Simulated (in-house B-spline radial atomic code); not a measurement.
Settings and results of a run for Pd IV (Pd3+) (with a hole in an inner shell). Computed with an all-electron radial atomic-structure program (B-spline basis): Dirac-Hartree-Fock, average of configuration, Fermi nucleus of rms radius 4.5318 fm.

Command:
```bash
python run_scf.py task.json out
```
Settings (nuclear radius in fm, mass in u):
```
Z                46
configuration    1s2 2s2 2p6 3s2 3p6 3d10 4s2 4p6 4d7
hamiltonian      dirac
method           hf
spin_polarised   False
nucleus          fermi
rms_radius       4.5318
atomic_mass      105.90348
speed_of_light   137.035999084
```

Output (hartree, bohr):
```
 radial grid: 69 intervals, B-splines of order 8, outer radius 28.1081 bohr

 iter        energy (Eh)    residual
    1       -5031.792096    5.61e-01
    2       -5039.332902    3.13e-01
    3       -5042.050271    8.94e-02
    4       -5042.267210    2.37e-02
    5       -5042.281138    1.17e-02
    6       -5042.284875    1.16e-03
    7       -5042.284897    1.38e-04
    8       -5042.284897    2.12e-05
    9       -5042.284897    2.20e-06
   10       -5042.284897    8.33e-08

 total energy                     -5042.28490
 kinetic                            5267.5960
 electron-nucleus                 -12162.0473
 electron-electron                  1852.1664

 first-order corrections (not in the total)
   Gaunt                             3.6903
   retardation                      -0.3719
   frequency dependence             -0.0275
   self-energy                       2.4882
   Uehling                          -0.3041
   Wichmann-Kroll                    0.0054
   recoil                            0.0181

 orbital      occ     eigenvalue          <r>       <r^2>       <1/r>       <r^4>       r_max    small
 1s1/2      2.000      -901.6697    0.0318444  0.00137049     48.2406 4.88755e-06     0.02066  2.84e-02
 2s1/2      2.000      -136.0350     0.137734   0.0224314     11.1121  0.00087088      0.1167  5.94e-03
 2p1/2      2.000      -125.8864     0.117231   0.0168825     11.0546 0.000575101     0.09061  5.91e-03
 2p3/2      4.000      -119.9980     0.122155   0.0182038      10.422 0.000658222     0.09474  5.69e-03
 3s1/2      2.000       -27.1254     0.376832    0.162517      3.8843   0.0405023      0.3408  1.67e-03
 3p1/2      2.000       -23.0725     0.369631    0.158809     3.77997   0.0406263      0.3282  1.60e-03
 3p3/2      4.000       -22.0119     0.379982    0.167631      3.6299   0.0451544      0.3376  1.54e-03
 3d3/2      4.000       -14.8983     0.354621    0.149888     3.44636   0.0421874      0.2811  1.42e-03
 3d5/2      6.000       -14.6898     0.358029    0.152634     3.40701   0.0436442      0.2839  1.40e-03
 4s1/2      2.000        -5.3740     0.944293     1.00751     1.44775     1.51556       0.851  3.94e-04
 4p1/2      2.000        -4.0163       1.0107     1.16475     1.33461      2.1025      0.8918  3.45e-04
 4p3/2      4.000        -3.8396       1.0372     1.22638     1.29193     2.33033      0.9146  3.31e-04
 4d3/2      2.800        -1.8173      1.29105     1.95815     1.01906     6.72349       1.053  2.19e-04
 4d5/2      4.200        -1.7955      1.30446     1.99879      1.0072     7.00263       1.063  2.15e-04
```

Time taken, with all properties: 1.6 s on 1 thread of Arm Neoverse N1, with other jobs on the host.

For the Dirac Hamiltonian the kinetic term is c α·p + (β - 1)c².
